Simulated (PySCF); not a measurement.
CHF2, multiplicity 2. Atoms are numbered in the order given.

```xyz
4

F     -0.0282    -0.2419    -1.0974
C      0.1498     0.4871     0.0000
F     -0.0282    -0.2419     1.0974
H     -0.3915     1.4321     0.0000
```
Charge 0, spin multiplicity 2.

Geometry optimised at B3LYP-D3(BJ)/def2-TZVP. The isomer is the one that the SMILES or the coordinates give; other isomers of the formula were not compared.

Method: PySCF with TDA-B3LYP/def2-TZVPD.

Vertical excitations. Gas-phase values at a fixed geometry.

| state | energy (eV) | λ (nm) | f | main pairs |
|---|---|---|---|---|
| root 1 | 5.82 | 213 | 0.017 | α HOMO→LUMO 98 % |
| root 2 | 6.57 | 189 | 0.007 | α HOMO→LUMO+2 94 % |
| root 3 | 6.58 | 188 | 0.001 | α HOMO→LUMO+1 95 % |
| root 4 | 7.34 | 169 | 0.022 | α HOMO→LUMO+3 36 %, β HOMO→LUMO 61 % |
| root 5 | 7.50 | 165 | 0.015 | α HOMO→LUMO+3 61 %, β HOMO→LUMO 37 % |
| root 6 | 7.79 | 159 | 0.000 | β HOMO−1→LUMO 93 % |
| root 7 | 8.37 | 148 | 0.024 | α HOMO→LUMO+4 5 %, β HOMO−2→LUMO 79 % |
| root 8 | 8.54 | 145 | 0.003 | α HOMO→LUMO+4 85 %, β HOMO−2→LUMO 7 % |
| root 9 | 8.56 | 145 | 0.027 | α HOMO→LUMO+6 71 %, α HOMO→LUMO+5 22 % |
| root 10 | 8.74 | 142 | 0.020 | α HOMO→LUMO+5 76 %, α HOMO→LUMO+6 21 % |
Unrestricted roots are not spin-pure.
